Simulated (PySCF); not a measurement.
Isomers of C8H12F2O, one GFN2-xTB conformer each. Single-point energies are computed at PBE0/pcSseg-1 (PySCF, gas phase, no added dispersion term), electronic only.

```tsv
SMILES	GFN2-xTB relative energy (kcal/mol)
C/C(C(=O)F)=C(/F)C(C)(C)C	10.7
CC(C)[C@@]1(C(=O)F)C[C@]1(C)F	7.6
CC[C@@H]1[C@H](C)C[C@]1(F)C(=O)F	4.0
CO[C@@H]1[C@@H]2C[C@@H](F)C[C@@]1(F)C2	0.0
```

Conformers: `[CH3:1]/[C:2]([C:3](=[O:4])[F:5])=[C:6](/[F:7])[C:8]([CH3:9])([CH3:10])[CH3:11]` with C1–C2–C3–O4 -13°; `[CH3:1][CH:2]([CH3:3])[C@@:4]1([C:5](=[O:6])[F:7])[CH2:8][C@:9]1([CH3:10])[F:11]` with C1–C2–C4–C5 65°, C2–C4–C5–O6 -19°; `[CH3:1][CH2:2][C@@H:3]1[C@H:4]([CH3:5])[CH2:6][C@:7]1([F:8])[C:9](=[O:10])[F:11]` with C1–C2–C3–C4 175°, C6–C7–C9–O10 -43°, C2–C3–C4–C5 -17°, C3–C4–C6–C7 10°, C4–C6–C7–F8 -125°, C2–C3–C7–C6 135°; `[CH3:1][O:2][C@@H:3]1[C@@H:4]2[CH2:5][C@@H:6]([F:7])[CH2:8][C@@:9]1([F:10])[CH2:11]2` with C1–O2–C3–C4 -86°.

Problem. What does PBE0/pcSseg-1 give for the same structures?

Solution. 
```
                                SMILES  PBE0/pcSseg-1 E (Eh)  PBE0/pcSseg-1 (kcal/mol)  GFN2-xTB (kcal/mol)  point group
             C/C(C(=O)F)=C(/F)C(C)(C)C            -586.27717                       0.0                 10.7           C1
      CC[C@@H]1[C@H](C)C[C@]1(F)C(=O)F            -586.27642                       0.5                  4.0           C1
         CC(C)[C@@]1(C(=O)F)C[C@]1(C)F            -586.27604                       0.7                  7.6           C1
CO[C@@H]1[C@@H]2C[C@@H](F)C[C@@]1(F)C2            -586.25496                      13.9                  0.0           C1
```

GFN2-xTB puts CO[C@@H]1[C@@H]2C[C@@H](F)C[C@@]1(F)C2 lowest instead; measured from each level's own lowest isomer, the values differ by up to 13.9 kcal/mol (CO[C@@H]1[C@@H]2C[C@@H](F)C[C@@]1(F)C2: 0.0 against 13.9). As drawn, the lowest has a C=O bond, a C=C bond outside aromatic rings and a quaternary carbon, which the highest lacks; the highest has a four-membered ring, which the lowest lacks. Neighbours under 2.5 kcal/mol apart (C/C(C(=O)F)=C(/F)C(C)(C)C and CC[C@@H]1[C@H](C)C[C@]1(F)C(=O)F; CC[C@@H]1[C@H](C)C[C@]1(F)C(=O)F and CC(C)[C@@]1(C(=O)F)C[C@]1(C)F) can change places with a better method, another conformer or zero-point energy.

Problem. Which frontier levels, dipoles and rotational constants go with these structures?

Solution. 
```
                                SMILES  HOMO (eV, PBE0/pcSseg-1)  LUMO (eV)  dipole (D)       A, B, C (MHz)
             C/C(C(=O)F)=C(/F)C(C)(C)C                     -7.70      -1.53        5.08  1858, 749.6, 611.1
      CC[C@@H]1[C@H](C)C[C@]1(F)C(=O)F                     -8.75      -0.86        2.94   1304, 1011, 880.1
         CC(C)[C@@]1(C(=O)F)C[C@]1(C)F                     -8.23      -0.54        4.43   1322, 1087, 789.0
CO[C@@H]1[C@@H]2C[C@@H](F)C[C@@]1(F)C2                     -7.60       1.07        3.17   1522, 1011, 803.6
```
